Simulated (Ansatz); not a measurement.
Compare A (`[OH][GeH2][CH2]Cl`) with its isomer B (`C[O][GeH2][Cl]`).

Isolated molecules relaxed with PBE0-D4/def2-TZVP in Ansatz; ΔE leaves out vibrations. CBS: MP2 limit from def2 TZ/QZ plus the TZ coupled-cluster correction, frozen cores. Functionals use def2-TZVPP. B3LYP here is the variant with VWN-RPA as its local correlation; programs differ in this. For Ge outer-core shells are correlated without core-valence functions, which leaves a few kJ/mol of doubt a bond. Scalar relativity is left out up to krypton. One conformer a species, not always the lowest.

A:

```xyz
9

O    -0.745    0.470    1.727
Ge    0.623    0.120    0.650
C    -0.112   -0.551   -1.045
Cl   -1.253    0.663   -1.688
H    -1.387    1.044    1.301
H     1.441   -0.954    1.380
H     1.440    1.395    0.369
H    -0.666   -1.476   -0.896
H     0.659   -0.712   -1.798
```

B:

Z-matrix (Å, degrees):
```
C
O 1 1.410
H 1 1.092 2 107.7
H 1 1.098 2 112.2 3 118.8
H 1 1.098 2 112.2 3 -118.8
Ge 2 1.768 1 117.7 3 -179.8
Cl 6 2.135 2 104.6 1 178.9
H 6 1.537 2 110.2 1 62.0
H 6 1.537 2 110.3 1 -64.4
```

Which isomer does CCSD(T)/CBS put lower? Give the gap. (Best estimate.)

The calculation gave: B, by 55.3 kJ/mol.

Give E(B) − E(A) in kJ/mol with CCSD/def2-TZVPP, r2SCAN-D4, B3LYP, PBE-D4, CCSD(T)/def2-SVP, BLYP-D4, LDA (SPW92). (An estimate is asked.)

Ansatz gave: CCSD/def2-TZVPP -62.2, r2SCAN-D4 -63.7, B3LYP -67.6, PBE-D4 -57.5, CCSD(T)/def2-SVP -78.0, BLYP-D4 -62.7, LDA (SPW92) -54.8. None reverses the order clearly.

Does the order hold for the free energy at 298.15 K (harmonic terms from PBE0-D4)? (An estimate is asked.)

Ansatz gave: Yes: G(B) − G(A) = -56.1 kJ/mol, for one conformer each. Modes under 60 cm⁻¹, often nearly free rotors, make the harmonic entropy too high.

Largest T1 diagnostic: 0.011.

From PBE to PBE0 (25 % exact exchange), in def2-TZVPP and without D4, E(B) − E(A) moves by −3.1 kJ/mol. At CCSD(T), def2-SVP lies −22.6 kJ/mol from the extrapolated value and def2-TZVPP −4.3 kJ/mol.
